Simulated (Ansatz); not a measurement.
Input for Ansatz (a quantum-chemistry and plane-wave program): R-CCSD(T)/aug-cc-pVDZ on B2H8N2 (a complex), monomers drawn apart or pushed together.

Ansatz 0.2 input:
```yaml
crystal:
  periodic: [false, false, false]
  atoms:
    - {symbol: B, position_ang: [-0.78388361, 0.35517790, -0.29068245]}
    - {symbol: N, position_ang: [0.43002975, -0.19947620, 0.07791599]}
    - {symbol: H, position_ang: [-1.08857184, 0.40512841, -1.44202996]}
    - {symbol: H, position_ang: [-1.50935764, 0.78107427, 0.56006377]}
    - {symbol: H, position_ang: [0.73146079, -0.26955490, 1.03818603]}
    - {symbol: H, position_ang: [1.08551818, -0.57989317, -0.58494941]}
    - {symbol: B, position_ang: [0.29397741, -0.73613872, 4.98533906]}
    - {symbol: N, position_ang: [0.03171864, 0.42657821, 4.27165082]}
    - {symbol: H, position_ang: [-0.41707434, -1.68055694, 4.83149006]}
    - {symbol: H, position_ang: [1.23359339, -0.76482696, 5.71929743]}
    - {symbol: H, position_ang: [0.57466158, 1.26925587, 4.37193383]}
    - {symbol: H, position_ang: [-0.75819476, 0.53632750, 3.65404588]}
basis:
  gaussian:
    orbitals: aug-cc-pVDZ
magnetization: {spin_polarized: false}
correlation: {method: ccsd_t, electrons: outside_noble_gas}
scf: {lower_state_search: off}
```

It printed:

```
Functional definition: HF
[...]
these checks for a lower state are left out or cut short: stability, starts, cluster_reference, orbital_swaps, neighbouring_geometries, increment
integrals: 0.54 GiB planned
1584 factors; integrals over basis functions are off by at most 7.7e-4 eV
mean field: 0.44 GiB planned
mean field evaluation 1: about -4431.0143 eV, gradient 4.6e1 eV
mean field evaluation 2: about -4431.0117 eV, gradient 4.6e1 eV
mean field evaluation 4: about -4435.7232 eV, gradient 3.6e0 eV
mean field evaluation 8: about -4435.7667 eV, gradient 5.2e-5 eV
mean field -4435.76668224 eV, -163.0114189016 hartree, gradient 2.4e-6 eV, S^2 0.000000; 0 other end points of the search recorded, 0 dependent functions left out
4 core orbitals not correlated
reference -4435.76668224 eV, -163.0114189016 hartree; 12, 12 occupied and 148, 148 virtual orbitals, 1584 factors
second order -15.09076363 eV of doubles, -0.00000000 eV of singles
coupled cluster: 1.60 GiB planned
cycle   1  -16.03162937 eV  change   -9.4e-1 eV  update   8.9e-2
cycle   2  -16.48411639 eV  change   -4.5e-1 eV  update   2.7e-2
cycle   3  -16.57206788 eV  change   -8.8e-2 eV  update   1.4e-2
cycle   4  -16.56484564 eV  change    7.2e-3 eV  update   4.9e-3
cycle   5  -16.56537073 eV  change   -5.3e-4 eV  update   1.8e-3
cycle   6  -16.56525473 eV  change    1.2e-4 eV  update   4.7e-4
cycle   7  -16.56500089 eV  change    2.5e-4 eV  update   1.3e-4
cycle   8  -16.56498086 eV  change    2.0e-5 eV  update   4.2e-5
cycle   9  -16.56497541 eV  change    5.4e-6 eV  update   1.1e-5
perturbative correction -0.47667109 eV, -0.0175173394 hartree
Total energy: -4452.80832873 eV, -163.6376878591 hartree
Checks for a lower state left out: stability, starts, cluster_reference, orbital_swaps, neighbouring_geometries, increment
```

Self-consistency was reached.

Cost: about 50 core-seconds (a rough figure).
